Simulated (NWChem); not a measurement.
System: C₃H₄F₂; SMILES FC1(F)CC1

The following NWChem deck was run.

```
start job
memory heap 200 mb stack 900 mb global 1100 mb
geometry units angstroms noautosym nocenter noautoz
  F      0.000000    -1.094890     0.948008
  C      0.000000     0.000000     0.177510
  F      0.000000     1.094890     0.948008
  C     -0.767073     0.000000    -1.080959
  C      0.767073     0.000000    -1.080959
  H     -1.274766     0.925784    -1.362629
  H     -1.274766    -0.925784    -1.362629
  H      1.274766     0.925784    -1.362629
  H      1.274766    -0.925784    -1.362629
end
basis spherical
  F library def2-svp
  C library def2-svp
  H library def2-svp
end
dft
  xc pbe0
  iterations 150
end
cosmo
  do_cosmo_smd true
  solvent dcm
end
task dft energy
```

Excerpt of the output:

```
             Northwest Computational Chemistry Package (NWChem) 7.3.0
             --------------------------------------------------------

                             Geometry "geometry" -> ""
                             -------------------------

 Output coordinates in angstroms (scale by  1.889725989 to convert to a.u.)

  No.       Tag          Charge          X              Y              Z
 ---- ---------------- ---------- -------------- -------------- --------------
    1 F                    9.0000     0.00000000    -1.09489000     0.94800800
    2 C                    6.0000     0.00000000     0.00000000     0.17751000
    3 F                    9.0000     0.00000000     1.09489000     0.94800800
    4 C                    6.0000    -0.76707300     0.00000000    -1.08095900
    5 C                    6.0000     0.76707300     0.00000000    -1.08095900
    6 H                    1.0000    -1.27476600     0.92578400    -1.36262900
    7 H                    1.0000    -1.27476600    -0.92578400    -1.36262900
    8 H                    1.0000     1.27476600     0.92578400    -1.36262900
    9 H                    1.0000     1.27476600    -0.92578400    -1.36262900

 Effective nuclear repulsion energy (a.u.)     184.8386083520

                                 NWChem DFT Module
                                 -----------------

 Summary of "ao basis" -> "ao basis" (spherical)
 ------------------------------------------------------------------------------
       Tag                 Description            Shells   Functions and Types
 ---------------- ------------------------------  ------  ---------------------
 F                          def2-svp                 6       14   3s2p1d
 C                          def2-svp                 6       14   3s2p1d
 H                          def2-svp                 3        5   2s1p

 in cosmo_initialize ...
 calling solv_data for solv:dcm

 solvent parameters
 solvname_short: dcm
 solvname_long:  dichloromethane
 dielec:        8.9300
 dielecinf:     2.0283
 nonaqueous SMD model solvent descriptors
 dielec:        8.9300
 sola:          0.1000
 solb:          0.0500
 solc:          0.0000
 solg:         39.1500
 solh:          0.6670
 soln:          1.4242

          ---------------
          -cosmo- solvent
          ---------------
 Cosmo: York-Karplus, doi: 10.1021/jp992097l
 dielectric constant -eps-     =   8.93
 screen = (eps-1)/(eps    )    =   0.88802
 surface charge correction     = lagrangian

   van der Waals surface
 --------------------------

 ---------- ATOMIC COORDINATES (A.U.) ------------ VDWR(ANG.) --
     1    0.00000000   -2.06904209    1.79147535     1.730
     2    0.00000000    0.00000000    0.33544526     1.850
     3    0.00000000    2.06904209    1.79147535     1.730
     4   -1.44955778    0.00000000   -2.04271631     1.850
     5    1.44955778    0.00000000   -2.04271631     1.850
     6   -2.40895844    1.74947808   -2.57499543     1.200
     7   -2.40895844   -1.74947808   -2.57499543     1.200
     8    2.40895844    1.74947808   -2.57499543     1.200
     9    2.40895844   -1.74947808   -2.57499543     1.200
 number of segments per atom =        128
 number of   points per atom =        128
 atom (   nspa,  nppa )
 ----------------------
    1 (     82,     0 )       0
    2 (     16,     0 )       0
    3 (     82,     0 )       0
    4 (     50,     0 )       0
    5 (     50,     0 )       0
    6 (     53,     0 )       0
    7 (     53,     0 )       0
    8 (     53,     0 )       0
    9 (     53,     0 )       0
 number of -cosmo- surface points =      492
 molecular surface =    100.777 angstrom**2
 molecular volume  =     78.202 angstrom**3
 -lineq- algorithm             =   0
 -bem- low  level              =   3
 -bem- from -octahedral-
 gaussian surface charge width =   4.50000
 degree of switching           =   1.00000
 switching function tolerance  =   0.00010
 atomic radii =
 --------------
    1  9.000  1.730
    2  6.000  1.850
    3  9.000  1.730
    4  6.000  1.850
    5  6.000  1.850
    6  1.000  1.200
    7  1.000  1.200
    8  1.000  1.200
    9  1.000  1.200
 ...... end of -cosmo- initialization ......

 nat:                     9
 ixmem:                  4523
 calling mnsol_interface()
 G(SMD-CDS) energy (kcal/mol)  =    -0.967
 SMD-CDS SASA (angstrom**2)    =   122.888

            General Information
            -------------------
          SCF calculation type: DFT
          Wavefunction type:  closed shell.
          No. of atoms     :     9
          No. of electrons :    40
           Alpha electrons :    20
            Beta electrons :    20
          Charge           :     0
          Spin multiplicity:     1
          Use of symmetry is: off; symmetry adaption is: off
          Maximum number of iterations: 150
          AO basis - number of functions:    90
                     number of shells:    42
          Convergence on energy requested:  1.00D-06
          Convergence on density requested:  1.00D-05
          Convergence on gradient requested:  5.00D-04

              XC Information
              --------------
                         PBE0 Method XC Functional
                     Hartree-Fock (Exact) Exchange  0.250
          PerdewBurkeErnzerhof Exchange Functional  0.750
            Perdew 1991 LDA Correlation Functional  1.000 local
           PerdewBurkeErnz. Correlation Functional  1.000 non-local

             Grid Information
             ----------------
          Grid used for XC integration:  medium
          Radial quadrature: Mura-Knowles
          Angular quadrature: Lebedev.
          Tag              B.-S. Rad. Rad. Pts. Rad. Cut. Ang. Pts.
          ---              ---------- --------- --------- ---------
          F                   0.50       49           9.0       434
          C                   0.70       49           8.0       434
          H                   0.35       45           9.0       434
          Grid pruning is: on
          Number of quadrature shells:   425
          Spatial weights used:  Erf1

      Superposition of Atomic Density Guess
      -------------------------------------

 Sum of atomic energies:        -313.45657035

      Non-variational initial energy
      ------------------------------

 Total energy =    -316.085282
 1-e energy   =    -798.552841
 2-e energy   =     297.628950
 HOMO         =      -0.299142
 LUMO         =       0.119364

   convergence    iter        energy       DeltaE   RMS-Dens  Diis-err
 ---------------- ----- ----------------- --------- --------- ---------
     COSMO gas phase
 d= 0,ls=0.0,diis     1   -315.7090035400 -5.01D+02  1.49D-02  8.87D-01
 d= 0,ls=0.0,diis     2   -315.6898724066  1.91D-02  7.36D-03  1.32D+00
 d= 0,ls=0.0,diis     3   -315.8058203440 -1.16D-01  9.50D-04  1.69D-02
 d= 0,ls=0.0,diis     4   -315.8069607257 -1.14D-03  4.72D-04  2.62D-03
 d= 0,ls=0.0,diis     5   -315.8071821748 -2.21D-04  1.10D-04  1.41D-04
  Resetting Diis
 d= 0,ls=0.0,diis     6   -315.8071996452 -1.75D-05  1.84D-05  2.02D-06
 d= 0,ls=0.0,diis     7   -315.8071998612 -2.16D-07  1.14D-05  4.10D-07
 d= 0,ls=0.0,diis     8   -315.8071998611  5.12D-12  5.50D-06  4.07D-07

   convergence    iter        energy       DeltaE   RMS-Dens  Diis-err
 ---------------- ----- ----------------- --------- --------- ---------
     COSMO solvation phase
 d= 0,ls=0.0,diis     1   -315.8131404258 -5.94D-03  1.42D-03  1.57D-03
 d= 0,ls=0.0,diis     2   -315.8135504575 -4.10D-04  2.37D-04  4.76D-04
 d= 0,ls=0.0,diis     3   -315.8135797523 -2.93D-05  1.01D-04  1.53D-04
 d= 0,ls=0.0,diis     4   -315.8135917457 -1.20D-05  2.33D-05  5.72D-06
 d= 0,ls=0.0,diis     5   -315.8135922818 -5.36D-07  6.69D-06  7.56D-07

         Total DFT energy =     -315.813592281804
      One electron energy =     -801.452504152679
           Coulomb energy =      339.108573830229
    Exchange-Corr. energy =      -38.374431437954
 Nuclear repulsion energy =      184.838608351988

             COSMO energy =        0.066161126613

 Numeric. integr. density =       40.000002038375

                                COSMO-SMD solvation results
                                ---------------------------

             internal energy in gas <Psi(g)|H|Psi(g)> =      -315.807199861150
         internal energy in solvent <Psi(s)|H|Psi(s)> =      -315.806680853967
                               delta internal energy  =         0.000519007183 (    0.33 kcal/mol)
   total free energy in solvent <Psi(s)|H+V/2|Psi(s)> =      -315.812050609314
 polarization energy contribution <Psi(s)|V/2|Psi(s)> =        -0.005369755348 (   -3.37 kcal/mol)
    total free energy in solvent including G(SMD-CDS) =      -315.813592281804
                       G(SMD-CDS) energy contribution =        -0.001541672490 (   -0.97 kcal/mol)
     1 M fixed-concentration free energy of solvation =        -0.006392420654 (   -4.01 kcal/mol)

                       DFT Final Molecular Orbital Analysis
                       ------------------------------------

 Vector   18  Occ=2.000000D+00  E=-3.845084D-01
              MO Center= -3.9D-09,  2.2D-09, -1.1D+00, r^2= 2.6D+00
   Bfn.  Coefficient  Atom+Function         Bfn.  Coefficient  Atom+Function
  ----- ------------  ---------------      ----- ------------  ---------------
    47      0.311145  4 C  py                61     -0.311145  5 C  py
    71      0.246554  6 H  s                 76     -0.246554  7 H  s
    81     -0.246554  8 H  s                 86      0.246554  9 H  s
     4      0.127256  1 F  px                32     -0.127256  3 F  px
    50      0.119449  4 C  py                64     -0.119449  5 C  py

 Vector   19  Occ=2.000000D+00  E=-3.378688D-01
              MO Center=  2.0D-09,  1.0D-09, -8.6D-01, r^2= 1.9D+00
   Bfn.  Coefficient  Atom+Function         Bfn.  Coefficient  Atom+Function
  ----- ------------  ---------------      ----- ------------  ---------------
    46      0.309065  4 C  px                60     -0.309065  5 C  px
    17     -0.271186  2 C  s                 48     -0.256678  4 C  pz
    62     -0.256678  5 C  pz                49      0.187823  4 C  px
    63     -0.187823  5 C  px                 6      0.156271  1 F  pz
    34      0.156271  3 F  pz                20      0.143428  2 C  pz

 Vector   20  Occ=2.000000D+00  E=-2.982180D-01
              MO Center= -1.7D-09,  9.5D-10, -2.0D-01, r^2= 2.2D+00
   Bfn.  Coefficient  Atom+Function         Bfn.  Coefficient  Atom+Function
  ----- ------------  ---------------      ----- ------------  ---------------
    18      0.409546  2 C  px                45     -0.320362  4 C  s
    59      0.320362  5 C  s                 48     -0.296447  4 C  pz
    62      0.296447  5 C  pz                 4      0.276569  1 F  px
    32      0.276569  3 F  px                51     -0.213478  4 C  pz
    65      0.213478  5 C  pz                 7     -0.204111  1 F  px

 Vector   21  Occ=0.000000D+00  E= 8.272817D-02
              MO Center=  5.4D-10,  8.5D-09, -1.1D+00, r^2= 4.7D+00
   Bfn.  Coefficient  Atom+Function         Bfn.  Coefficient  Atom+Function
  ----- ------------  ---------------      ----- ------------  ---------------
    72      0.849609  6 H  s                 77     -0.849609  7 H  s
    82      0.849609  8 H  s                 87     -0.849609  9 H  s
    50     -0.555983  4 C  py                64     -0.555983  5 C  py
    19     -0.304864  2 C  py                22     -0.275084  2 C  py
    47     -0.196024  4 C  py                61     -0.196024  5 C  py

 Vector   22  Occ=0.000000D+00  E= 9.714996D-02
              MO Center= -4.5D-09, -8.0D-09, -1.5D+00, r^2= 5.7D+00
   Bfn.  Coefficient  Atom+Function         Bfn.  Coefficient  Atom+Function
  ----- ------------  ---------------      ----- ------------  ---------------
    45      1.548300  4 C  s                 59      1.548300  5 C  s
    72     -1.024090  6 H  s                 77     -1.024090  7 H  s
    82     -1.024090  8 H  s                 87     -1.024090  9 H  s
    49     -0.427181  4 C  px                63      0.427181  5 C  px
    17     -0.399352  2 C  s                 44      0.179022  4 C  s

 Vector   23  Occ=0.000000D+00  E= 1.204619D-01
              MO Center=  6.8D-10,  5.1D-10, -1.3D+00, r^2= 4.8D+00
   Bfn.  Coefficient  Atom+Function         Bfn.  Coefficient  Atom+Function
  ----- ------------  ---------------      ----- ------------  ---------------
    45      2.237720  4 C  s                 59     -2.237720  5 C  s
    72     -0.858796  6 H  s                 77     -0.858796  7 H  s
    82      0.858796  8 H  s                 87      0.858796  9 H  s
    49      0.551820  4 C  px                63      0.551820  5 C  px
    51     -0.495364  4 C  pz                65      0.495364  5 C  pz

     Multipole analysis of the density
     ---------------------------------

     L   x y z        total         alpha         beta         nuclear
     -   - - -        -----         -----         ----         -------
     0   0 0 0     -0.000000    -20.000000    -20.000000     40.000000

     1   1 0 0      0.000000      0.000000      0.000000      0.000000
     1   0 1 0     -0.000000     -0.000000     -0.000000      0.000000
     1   0 0 1     -0.932809     -0.189730     -0.189730     -0.553350

     2   2 0 0    -19.684015    -34.055476    -34.055476     48.426936
     2   1 1 0      0.000000      0.000000      0.000000      0.000000
     2   1 0 1     -0.000000     -0.000000     -0.000000      0.000000
     2   0 2 0    -20.966202    -55.132864    -55.132864     89.299527
     2   0 1 1      0.000000      0.000000      0.000000      0.000000
     2   0 0 2    -21.441213    -78.239975    -78.239975    135.038737
```

Level: PBE0/def2-SVP, SMD on the gas-phase geometry. All runs use the structure optimised with PBE0/def2-SVP. Solvent: dichloromethane.
